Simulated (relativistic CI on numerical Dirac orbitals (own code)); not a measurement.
Hyperfine structure of Nd26+, mass number 145

Method of calculation: Dirac-Coulomb-Breit CI, KLI orbitals optimised for each configuration, model QED, unscaled Slater integrals (own radial code, finite nucleus).

CI space (outside the closed core [Ar] 3d10): 4s2 4p4, 4s 4p5, 4s2 4p3 4d, 4p6, 4s 4p4 4d, 4s2 4p3 4f, 4s 4p4 4f, 4p5 4d, 4s 4p3 4d2, 4s2 4p2 4d 4f, 4p5 4f, 4p4 4d2, 4p3 4d3, 4p3 4d2 4f. Double excitations out of closed p, d and f shells are left out; levels of such configurations are missing from the list, as are those of other unlisted configurations, and high levels can miss mixing partners.

Nuclear spin I = 7/2, μ = -0.656 μN, Q = -0.314 b (tables of Stone and Pyykkö). The electronic factors are computed for point nuclear moments, without core polarisation or the Bohr-Weisskopf and QED corrections.

| Level | E (eV) | A (MHz) | B (MHz) |
| --- | --- | --- | --- |
| 4s2 4p4 3P_2 | 0.0000 | -4335 | -3400 |
| 4s2 4p4 3P_1 | 28.0243 | 2101 | 7120 |
| 4s2 4p4 1D_2 | 31.5872 | -11080 | 17600 |
| 4s 4p5 3P°_2 | 89.9749 | -24340 | 12500 |

Levels with J = 0, under 50 % of one LS term, or S terms without an open s electron are left out. Small factors come from cancelling terms and can be off by tens of per cent or more.

At this charge energies of transitions that change n are usually good to better than 1 %, and those within a shell (Δn = 0) to a few per cent.

Task: Give the hyperfine levels of 4s2 4p4 3P_2 relative to its centre of gravity.

Result: With K = F(F + 1) − I(I + 1) − J(J + 1), E = AK/2 + B[¾K(K + 1) − I(I + 1)J(J + 1)]/[2I(2I − 1)J(2J − 1)]: F = 3/2: 37200, F = 5/2: 27880, F = 7/2: 13980, F = 9/2: -5350, F = 11/2: -31200 MHz.

LS names give the leading component of a level, which can be under half, so a name can repeat, a term be missing and a line seem to break the LS rules.
